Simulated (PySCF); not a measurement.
# Simulated characterisation data

Calculated, not measured (PySCF 2.14.0 with density-fitted response routines): J couplings at B3LYP/pcJ-1 (spin–dipole term left out of most H,H and C,H couplings), geometry: GFN2-xTB, σ from GIAO-PBE0/pcSseg-1. One averaged value for each set of equivalent atoms, a single conformation, non-relativistic Hamiltonian, no solvent.

Referencing at the same level of theory: 1H and 13C vs TMS. Multiplet labels drop J under 1 Hz and among equivalent protons, and merge close values. Unscaled 3J(H,H) run several per cent high. Where no couplings were computed, multiplicities follow the n + 1 count of equivalent neighbours, and m marks all less simple cases (inequivalent or close neighbours, rings, F or P nearby). Vicinal couplings that depend on rotamer populations or ring flexing (ring, CH–CH, X–H and H–F types) are those of the one conformer. One-bond C–F couplings are unscaled and too large by tens of Hz. Shifts are as computed. Against solution values, carbons near 30 ppm lie about +3 ppm off and those near 130 ppm about +5 ppm; carbons on Cl a further +6 ppm. Of 1211 compounds with measured shifts, 218 miss one by over three times the rms of a fit or turn the order of signals round; such compounds aren't used in these exercises. Carbons bonded to Cl come out too deshielded.

**1.** `InChI=1S/C5H4Cl2O/c1-2-4(3-6)5(7)8/h2-3H,1H2/b4-3+`. 1H NMR (500 MHz, computed): δ 8.18 (s, 1H), 7.17 (m, 1H), 7.04 (m, 1H), 6.07 (m, 1H). 13C{1H} NMR (computed): δ 170.9 (C), 161.3 (CH), 137.5 (C), 133.6 (CH2), 132.4 (CH).

**2.** `F[C@@H](/C=N\C)C#N`, C4H5FN2. 1H NMR (500 MHz, computed): δ 7.68 (dqd, J = 15.7, 3.2, 2.3 Hz, 1H), 5.82 (d of quint, J = 54.8, 2.0 Hz, 1H), 3.84 (dd, J = 3.2, 2.0 Hz, 3H). 13C{1H} NMR (computed): δ 157.9 (CH, d, J = 37.2 Hz), 117.6 (C, d, J = 27.0 Hz), 78.1 (CH, d, J = 237.8 Hz), 44.5 (CH3).
